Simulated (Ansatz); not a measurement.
Reaction (ligand exchange at a Zr–F bond): `[NH2][Zr]([NH2])([F])[F]` + HI → `[NH2][Zr]([NH2])([F])[I]` + H–F

Gas-phase electronic energies from Ansatz, PBE0-D4/def2-TZVP geometries. CCSD(T)/CBS adds triple-zeta CCSD(T) − MP2 to the extrapolated MP2 energy (def2 sets, frozen cores). This one scheme is used for every species. Functionals use def2-TZVPP. def2 core potentials past Kr. For I, Zr outer-core shells are correlated without core-valence functions, which leaves a few kJ/mol of doubt a bond. One conformer a species, not always the lowest.

| level | ΔE (kJ/mol) | difference from CCSD(T)/CBS |
| --- | --- | --- |
| PBE-D4 | 21.2 | 12.5 |
| BHLYP-D4 | 14.9 | 6.2 |
| BLYP | 40.6 | 31.9 |
| r2SCAN | 22.6 | 13.9 |
| r2SCAN0 | 14.6 | 5.9 |
| RPA@PBE/def2-TZVPP | 17.6 | 8.9 |
| HF/def2-SVP | 31.4 | 22.7 |
| CCSD(T)/def2-TZVPP | 12.0 | 3.3 |
| SCS-MP2/def2-QZVPP | 8.9 | 0.2 |
| CCSD/CBS(def2) | 12.4 | 3.7 |
| CCSD(T)/CBS | 8.7 | 0 |

Largest T1 diagnostic among the species: 0.017.

From PBE to PBE0 (25 % exact exchange), in def2-TZVPP and without D4, ΔE moves by −9.2 kJ/mol. At CCSD(T), def2-SVP lies +24.9 kJ/mol from the extrapolated value and def2-TZVPP +3.3 kJ/mol. In def2-TZVPP, CCSD(T) changes the Hartree–Fock value by −7.1 kJ/mol (the triples alone add −3.7 kJ/mol) and MP2 by −19.8 kJ/mol.
